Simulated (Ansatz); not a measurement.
Mulliken charges of CH4ClMoNO2 (`C[N]=[Mo](=[O])([OH])[Cl]`) from PBE/def2-TZVPP in Ansatz (PBE0-D4/def2-TZVP geometry).

| atom | x (Å) | y (Å) | z (Å) | charge (e) |
| --- | --- | --- | --- | --- |
| C1 | 1.786 | 0.546 | -0.269 | -0.136 |
| N2 | 0.393 | 0.486 | -0.011 | -0.470 |
| Mo3 | -1.119 | -0.322 | -0.093 | 1.285 |
| O4 | -0.848 | -1.852 | -0.719 | -0.452 |
| O5 | -1.766 | -0.390 | 1.676 | -0.454 |
| Cl6 | -2.469 | 0.859 | -1.496 | -0.318 |
| H7 | 2.155 | -0.390 | -0.702 | 0.111 |
| H8 | 2.326 | 0.748 | 0.662 | 0.111 |
| H9 | 1.995 | 1.365 | -0.965 | 0.113 |
| H10 | -2.368 | -1.100 | 1.919 | 0.207 |

By hand: the dipole of these point charges (1 e Å = 4.8032 D).

Σ q r = (0.337, -0.009, 0.246) e Å, of length 0.417 e Å = 2.00 D.

How does the dipole of the full density compare? (Estimate.)

Computed: (0.285, -0.036, 0.257) e Å, 1.85 D; the point charges give 1.08 times that, at 7° from its direction.

Point charges leave out the atoms' own dipoles, such as those of lone pairs, and Mulliken's split depends on the basis, so the close match here is no proof of good charges.
